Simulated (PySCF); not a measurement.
PySCF input for Al(H)2(OSiH3) (AlH5OSi), SMILES [AlH2][O][SiH3], C-PCM-ωB97X/def2-SVP. Geometry optimised at PBE0-D3(BJ)/def2-TZVP.

```python
import numpy as np
from pyscf import gto, scf, dft
from pyscf.solvent import pcm

mol = gto.M(
    atom='''
    Al   -0.31140226    0.31340923    1.68174269
    H    -1.83186778    0.53655512    2.04730395
    H     0.86749245    0.36204924    2.73042163
    O     0.08234818    0.00484443    0.07582768
    Si    0.24649582   -0.27892286   -1.51415709
    H     1.12362513    0.75451153   -2.12547111
    H    -1.07662907   -0.24314820   -2.19387686
    H     0.85588158   -1.61812326   -1.72945457
    ''',
    basis='def2-SVP',
    charge=0,
    spin=0,
    max_memory=1600,
    verbose=3,
)
mf = dft.RKS(mol, xc='wb97x').density_fit(auxbasis='def2-universal-jkfit')
mf.grids.level = 3
mf.conv_tol = 1e-9
mf.max_cycle = 100
mf.kernel()
res = {}
for name, eps in {'water': 78.355, 'cyclohexanone': 15.619, 'dichloromethane': 8.93}.items():
    s = mf.PCM()
    s.with_solvent.method, s.with_solvent.eps, s.with_solvent.lebedev_order = 'C-PCM', eps, 29
    s.kernel(mf.make_rdm1())
    res[name] = (s.e_tot, eps, s.dip_moment(), s.mo_energy, s.converged)
    print(f'{name}: electrostatic solvation free energy {(s.e_tot - mf.e_tot) * 627.509474:.3f} kcal/mol')
```

Program output:

```
converged SCF energy = -609.960540631254

WARN: PCM is an experimental feature. It is still in testing.
Features and APIs may be changed in the future.

converged SCF energy = -609.966733093838
Dipole moment(X, Y, Z, Debye): -0.18198,  0.07191,  0.32815
water: electrostatic solvation free energy -3.886 kcal/mol

WARN: PCM is an experimental feature. It is still in testing.
Features and APIs may be changed in the future.

converged SCF energy = -609.966381667729
Dipole moment(X, Y, Z, Debye): -0.17934,  0.07116,  0.32498
cyclohexanone: electrostatic solvation free energy -3.665 kcal/mol

WARN: PCM is an experimental feature. It is still in testing.
Features and APIs may be changed in the future.

converged SCF energy = -609.966056192292
Dipole moment(X, Y, Z, Debye): -0.17692,  0.07047,  0.32201
dichloromethane: electrostatic solvation free energy -3.461 kcal/mol
```

Self-consistency was reached.
